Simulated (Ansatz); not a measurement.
Level of theory: frozen-core CCSD(T)/cc-pVTZ // B3LYP-D3(BJ)/def2-TZVP run with Ansatz (a program for electronic structure).

Ansatz 0.2 input:
```yaml
crystal:
  periodic: [false, false, false]
  atoms:
    - { symbol: Ga, position_ang: [-0.000046, 0.000088, -0.000392] }
    - { symbol: H, position_ang: [1.567454, -0.07245, 0.014832] }
    - { symbol: H, position_ang: [-0.846159, -1.32144, -0.021672] }
    - { symbol: H, position_ang: [-0.721247, 1.393801, 0.007231] }
basis:
  gaussian: { orbitals: cc-pVTZ }
correlation:
  method: ccsd_t
```

Output:

```
Functional definition: HF
508 factors; integrals over basis functions are off by at most 1.7e-3 eV
mean field evaluation 1: about -52381.5332 eV, gradient 9.3e0 eV
mean field evaluation 2: about -52381.5412 eV, gradient 9.3e0 eV
mean field evaluation 4: about -52381.9504 eV, gradient 1.5e0 eV
mean field evaluation 8: about -52381.9547 eV, gradient 3.5e-5 eV
mean field evaluation 16: about -52381.9547 eV, gradient 9.0e-2 eV
mean field -52381.95468508 eV, -1925.0013289126 hartree, gradient 1.2e-6 eV, S^2 0.000000; 0 other end points of the search recorded, 0 dependent functions left out
9 core orbitals not correlated
reference -52381.95468508 eV, -1925.0013289126 hartree; 8, 8 occupied and 68, 68 virtual orbitals, 508 factors
second order -4.81379183 eV of doubles, -0.00000000 eV of singles
cycle   1  -5.03360519 eV  change   -2.2e-1 eV  update   7.4e-2
cycle   2  -5.30818944 eV  change   -2.7e-1 eV  update   2.3e-2
cycle   3  -5.34927115 eV  change   -4.1e-2 eV  update   1.0e-2
cycle   4  -5.34850653 eV  change    7.6e-4 eV  update   2.1e-3
cycle   5  -5.34864203 eV  change   -1.4e-4 eV  update   6.1e-4
cycle   6  -5.34840357 eV  change    2.4e-4 eV  update   1.6e-4
cycle   7  -5.34839719 eV  change    6.4e-6 eV  update   3.8e-5
cycle   8  -5.34841371 eV  change   -1.7e-5 eV  update   1.2e-5
perturbative correction -0.21080463 eV, -0.0077469273 hartree
Total energy: -52387.51390343 eV, -1925.2056264186 hartree
```

Cost: around 8 core-seconds (rough).
